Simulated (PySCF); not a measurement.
C4H13BO2Si, SMILES C[Si](C)(C)CB(O)O, GFN2-xTB optimised geometry.

```
21

Si    -0.29    -1.11     0.00
C     -0.94    -2.01     1.56
C      1.62    -1.11     0.00
C     -0.93    -2.01    -1.56
C     -0.93     0.69     0.00
B     -0.40     1.47    -1.29
O      0.78     2.13    -1.30
O     -1.07     1.46    -2.46
H     -0.59    -3.04     1.58
H     -0.59    -1.53     2.47
H     -2.02    -2.03     1.59
H      2.00    -0.57    -0.86
H      2.01    -2.12    -0.05
H      2.02    -0.65     0.90
H     -2.02    -2.06    -1.58
H     -0.61    -1.49    -2.46
H     -0.56    -3.02    -1.62
H     -2.02     0.68     0.03
H     -0.60     1.18     0.92
H      1.26     2.12    -0.48
H     -1.90     0.98    -2.46
```

Density from CAM-B3LYP/def2-SVP in PySCF at that geometry.

Minimum of the electron density along straight lines between bonded atoms, close to the bond critical point (lines longer than 1.1 times the sum of covalent radii, or with two minima, are not listed):

```csv
bond,length / Å,ρ at the minimum / e bohr⁻³,∇²ρ there / e bohr⁻⁵,position (fraction from the first atom)
Si1–C2,1.910,0.110,0.31,0.38
Si1–C3,1.909,0.110,0.31,0.38
Si1–C4,1.909,0.110,0.31,0.38
Si1–C5,1.916,0.107,0.30,0.38
C5–B6,1.593,0.176,-0.17,0.68
B6–O7,1.356,0.205,1.14,0.33
B6–O8,1.356,0.205,1.14,0.33
C2–H9,1.085,0.272,-0.98,0.63
C2–H10,1.086,0.272,-0.98,0.63
C2–H11,1.086,0.272,-0.98,0.63
C3–H12,1.086,0.272,-0.98,0.63
C3–H13,1.086,0.272,-0.98,0.63
C3–H14,1.086,0.271,-0.97,0.62
C4–H15,1.086,0.271,-0.97,0.62
C4–H16,1.086,0.272,-0.98,0.63
C4–H17,1.086,0.272,-0.98,0.63
C5–H18,1.090,0.266,-0.91,0.62
C5–H19,1.090,0.267,-0.91,0.62
O7–H20,0.955,0.360,-2.42,0.81
O8–H21,0.955,0.360,-2.42,0.81
```
